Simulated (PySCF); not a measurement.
Species: C₈H₇OP.
Atom-mapped SMILES: `[CH3:1][c:2]1[cH:3][cH:4][cH:5][cH:6][c:7]1[P:8]=[C:9]=[O:10]`

Cartesian coordinates in Å at the GFN2-xTB level; atoms count from 1:
```
atom  x, y, z in Å
C1     0.4989    2.2105    0.4991
C2    -0.1547    0.8831    0.2708
C3    -1.5112    0.7061    0.4977
C4    -2.1193   -0.5193    0.2876
C5    -1.3668   -1.5927   -0.1568
C6    -0.0135   -1.4403   -0.3894
C7     0.5984   -0.2081   -0.1786
P8     2.3859    0.0784   -0.4630
C9     2.8402   -1.4194   -0.9632
O10    3.3523   -2.3956   -1.3331
H11   -0.2214    2.9476    0.8453
H12    1.2913    2.1183    1.2433
H13    0.9536    2.5716   -0.4246
H14   -2.1001    1.5434    0.8446
H15   -3.1768   -0.6360    0.4702
H16   -1.8315   -2.5529   -0.3238
H17    0.5678   -2.2827   -0.7361
```

Definitions: NICS(0) = −σiso at the ring centroid; NICS(1) = −σiso and NICS(1)zz = −σzz at ±1 Å along the ring normal z. Level: GIAO PBE0/pcSseg-1 (PySCF, non-relativistic, gas phase) on the GFN2-xTB geometry, one conformer.

Ring bond lengths (Å), with Mayer bond orders in brackets: C2–C3 1.387 (1.44), C3–C4 1.384 (1.44), C4–C5 1.384 (1.42), C5–C6 1.382 (1.47), C6–C7 1.392 (1.36), C7–C2 1.400 (1.38).

Task: What do the NICS probes read (ppm)?

Result: 
```csv
ring,type,NICS(0),"NICS(1), two faces","NICS(1)zz, two faces",rms pucker (Å),"centre to ring atoms, mean (Å)"
C2–C3–C4–C5–C6–C7,6-membered carbocycle; formal bonds all aromatic,-7.6,-10.5 / -10.5,-25.8 / -25.8,0.00,1.39
```

Task: What do they say, and how far can they be read as aromaticity?

Result: 
- C2–C3–C4–C5–C6–C7: mean NICS(1)zz -25.8 ppm, shielded, aromatic by this magnetic criterion (flat ring, no four-coordinate atom).

Task: What does the geometric index give? HOMA = 1 − mean of α(R − Ropt)² over the ring bonds, with Krygowski's 1993 parameters (CC: Ropt 1.388 Å, α 257.7 Å⁻²).

Result: 
- C2–C3–C4–C5–C6–C7: HOMA 0.99 = 1 − EN − GEO, with mean bond length 1.388 Å, EN = α(Ropt − mean)² = 0.000 and GEO = α × variance = 0.010. The geometric and the magnetic index point the same way.

Task: At the second NICS(1) probe listed for ring C2–C3–C4–C5–C6–C7, 1 Å off the ring, what do the in-plane components average?

Result: The isotropic value is a third of the trace: (3 × -10.5 − (-25.8))/2 = -2.8 ppm.

Task: Give the inner angles of the rings and the Hirshfeld charges of the ring atoms.

Result: 
- C2–C3–C4–C5–C6–C7: C2 118.6° (+0.004 e), C3 121.2° (-0.051 e), C4 119.8° (-0.049 e), C5 120.1° (-0.050 e), C6 120.2° (-0.058 e), C7 120.1° (-0.051 e); sum 720.0° against 720° for a flat convex ring.

Hardware: an Arm Neoverse V1 with one thread, no GPU, shared host with 32 logical CPUs at a one-minute load of 9.4. Cost: 42 s wall, 0.94 GiB resident at most. This is the whole shielding run at PBE0/pcSseg-1, SCF included.
